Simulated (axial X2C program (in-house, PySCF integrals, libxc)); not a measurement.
**SmO⁻: the levels of the configuration f6 s1**

Computed with an in-house all-electron X2C program for linear molecules (integrals from PySCF): two-component X2C with atomic mean-field Coulomb and Gaunt terms, basis Sm dyall-v3z, O dyall-av3z (cores contracted in-house). Orbitals come from Hartree–Fock averaged over the configuration Sm f6 s1; CI then distributes these electrons over the f, s shells of Sm.

R = 1.920 Å (near the minimum of the configuration average).

Active spinors (ω > 0):

| shell | ω | ε (eV) | character |
| --- | --- | --- | --- |
| f | 5/2 | 10.00 | 100% Sm f |
| f | 3/2 | 10.08 | 99% Sm f |
| f | 1/2 | 10.10 | 97% Sm f |
| f | 7/2 | 10.41 | 100% Sm f |
| f | 1/2 | 10.49 | 96% Sm f, 4% Sm d |
| f | 5/2 | 10.49 | 100% Sm f |
| f | 3/2 | 10.50 | 98% Sm f |
| s | 1/2 | 1.60 | 70% Sm s, 28% Sm p |

Lowest levels of this model:

```json
{"Ω": "1/2", "energy (cm⁻¹)": "0", "g∥": "2.11", "configuration": "100% f6 s1"}
{"Ω": "3/2", "energy (cm⁻¹)": "162", "g∥": "6.10", "configuration": "100% f6 s1"}
{"Ω": "5/2", "energy (cm⁻¹)": "567", "g∥": "9.69", "configuration": "100% f6 s1"}
{"Ω": "1/2", "energy (cm⁻¹)": "601", "g∥": "2.06", "configuration": "100% f6 s1"}
{"Ω": "3/2", "energy (cm⁻¹)": "959", "g∥": "5.75", "configuration": "100% f6 s1"}
{"Ω": "1/2", "energy (cm⁻¹)": "1010", "g∥": "2.41", "configuration": "100% f6 s1"}
{"Ω": "3/2", "energy (cm⁻¹)": "1270", "g∥": "5.75", "configuration": "100% f6 s1"}
{"Ω": "7/2", "energy (cm⁻¹)": "1279", "g∥": "12.85", "configuration": "100% f6 s1"}
{"Ω": "1/2", "energy (cm⁻¹)": "1431", "g∥": "2.81", "configuration": "100% f6 s1"}
{"Ω": "5/2", "energy (cm⁻¹)": "1578", "g∥": "9.02", "configuration": "100% f6 s1"}
{"Ω": "3/2", "energy (cm⁻¹)": "1852", "g∥": "5.34", "configuration": "100% f6 s1"}
{"Ω": "5/2", "energy (cm⁻¹)": "1884", "g∥": "8.73", "configuration": "100% f6 s1"}
{"Ω": "7/2", "energy (cm⁻¹)": "2408", "g∥": "11.54", "configuration": "100% f6 s1"}
{"Ω": "9/2", "energy (cm⁻¹)": "2425", "g∥": "15.30", "configuration": "100% f6 s1"}
{"Ω": "5/2", "energy (cm⁻¹)": "2471", "g∥": "8.18", "configuration": "100% f6 s1"}
{"Ω": "7/2", "energy (cm⁻¹)": "3024", "g∥": "11.23", "configuration": "100% f6 s1"}
{"Ω": "7/2", "energy (cm⁻¹)": "3463", "g∥": "10.13", "configuration": "100% f6 s1"}
{"Ω": "9/2", "energy (cm⁻¹)": "3642", "g∥": "13.74", "configuration": "100% f6 s1"}
{"Ω": "11/2", "energy (cm⁻¹)": "3833", "g∥": "17.53", "configuration": "100% f6 s1"}
{"Ω": "9/2", "energy (cm⁻¹)": "4477", "g∥": "13.47", "configuration": "100% f6 s1"}
{"Ω": "9/2", "energy (cm⁻¹)": "4803", "g∥": "12.88", "configuration": "100% f6 s1"}
{"Ω": "11/2", "energy (cm⁻¹)": "5009", "g∥": "16.42", "configuration": "100% f6 s1"}
{"Ω": "13/2", "energy (cm⁻¹)": "5198", "g∥": "19.97", "configuration": "100% f6 s1"}
{"Ω": "11/2", "energy (cm⁻¹)": "5887", "g∥": "15.98", "configuration": "100% f6 s1"}
```

g∥ is the magnitude of 2⟨Lz + ge Sz⟩ for the +Ω component.

From Ω and g∥ of the lowest level, whose 2⟨Lz + ge Sz⟩ is positive, find ⟨Sz⟩ and ⟨Lz⟩ (ge = 2.0023).

Ω = ⟨Lz⟩ + ⟨Sz⟩ = 1/2 and ⟨Lz⟩ + ge⟨Sz⟩ = 1.055, so ⟨Sz⟩ = 0.55 and ⟨Lz⟩ = -0.05.

Occupations of the active spinors in the lowest level by ω, shell by shell in order of energy: -7/2: 0.37; -5/2: 0.62 0.35; -3/2: 0.60 0.27; -1/2: 0.61 0.17 0.31; 1/2: 0.59 0.16 0.69; 3/2: 0.54 0.30; 5/2: 0.52 0.43; 7/2: 0.49. The leading determinant has weight 0.06 among 1101.

This point took 2.4 s on 1 thread of Arm Neoverse V1, with other jobs on the host.

Dynamic correlation is missing, so gaps between terms are too wide and other configurations may lie lower; the lowest level listed is that of this model, not necessarily the ground state. At most 4 roots were kept for each Ω > 0 (twice that for Ω = 0) within 2.2 eV of the lowest, so higher up levels can be missing between those listed; levels with Ω > 0 are doubly degenerate and listed once, Ω = 0 levels singly. For an anion, levels above electron detachment are held by the basis set. Along the bond the averaged SCF switches between close solutions, so this one may not be the lowest.
